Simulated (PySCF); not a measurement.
## NMR parameters from quadrupole coupling constants

Compound: Si(OAc)2Me2, C₆H₁₂O₄Si.
Geometry (PBE0-D3(BJ)/def2-SVP, Å), atoms numbered from 1 in this order:
```xyz
23
C6H12O4Si angstrom
Si    -0.937    0.045   -0.635
O     -0.931   -0.176    1.054
C     -0.065   -0.985    1.680
C     -0.103   -0.811    3.167
O      0.663   -1.738    1.086
H      0.529   -1.562    3.652
H     -1.138   -0.876    3.532
H      0.264    0.199    3.404
O      0.656    0.193   -1.222
C      1.613    0.892   -0.597
C      2.961    0.681   -1.215
O      1.390    1.585    0.363
H      3.695    1.355   -0.758
H      2.912    0.835   -2.302
H      3.257   -0.365   -1.046
C     -1.867    1.622   -0.899
H     -1.910    1.881   -1.968
H     -1.364    2.437   -0.358
H     -2.897    1.536   -0.522
C     -1.616   -1.454   -1.480
H     -1.616   -1.325   -2.573
H     -2.648   -1.656   -1.154
H     -0.990   -2.324   -1.229
```

Computed at PBE0/pcSseg-1 (PySCF, non-relativistic):

```tsv
atom	environment	nucleus	spin I	Q (b)	CQ = χzz (MHz)	η
O2	oxygen bonded to C and Si	17O	5/2	-0.0256	-8.381	0.221
O5	oxygen bonded to C	17O	5/2	-0.0256	9.960	0.201
O9	oxygen bonded to C and Si	17O	5/2	-0.0256	-8.407	0.197
```

Task: Recover the principal values of the field gradient from CQ = 234.96 MHz × Q × Vzz, η = (Vxx − Vyy)/Vzz and a zero trace.

Result: The tensor is traceless, so η fixes the two smaller values:

```csv
atom,Vxx (au),Vyy (au),Vzz (au),Vzz (10²¹ V/m²)
O2,-0.543,-0.851,1.393,13.54
O5,0.662,0.994,-1.656,-16.09
O9,-0.561,-0.836,1.398,13.58
```

Task: Give the quadrupolar product PQ = |CQ|√(1 + η²/3), the quadrupolar frequency νQ = 3|CQ|/[2I(2I − 1)] and the Larmor frequency ν0 = |g| × 7.62259 MHz/T × B at 11.75 T, with g(17O) = −0.75752.

Result: 
| atom | PQ (MHz) | νQ (MHz) | ν0 (MHz) | νQ/ν0 |
| --- | --- | --- | --- | --- |
| O2 | 8.449 | 1.257 | 67.85 | 0.019 |
| O5 | 10.03 | 1.494 | 67.85 | 0.022 |
| O9 | 8.461 | 1.261 | 67.85 | 0.019 |

For O2: PQ = 8.381 × 1.0081, νQ = 8.381 × 0.1500, ν0 = 5.7742 MHz/T × 11.75 T.

Task: For half-integer spins with νQ below a tenth of ν0, find the second-order shift of the centre of gravity of the central transition at 11.75, 14.1 and 18.8 T.

Result: δ = −(3/40)(PQ/ν0)² [I(I + 1) − 3/4]/[I²(2I − 1)²], in ppm:

| site | 11.75 T | 14.1 T | 18.8 T |
| --- | --- | --- | --- |
| 17O at O2 | -93 | -64.6 | -36.3 |
| 17O at O5 | -131 | -91 | -51.2 |
| 17O at O9 | -93.3 | -64.8 | -36.4 |

Task: In the extreme-narrowing limit, with isotropic tumbling and one correlation time, the quadrupolar linewidth goes as PQ². What relative widths follow for the 17O sites?

Result: O5 1, O9 0.71, O2 0.71, with O5 as 1.

Isolated species at its PBE0-D3(BJ)/def2-SVP geometry (one conformer only). A larger basis could move these couplings by a tenth or more.
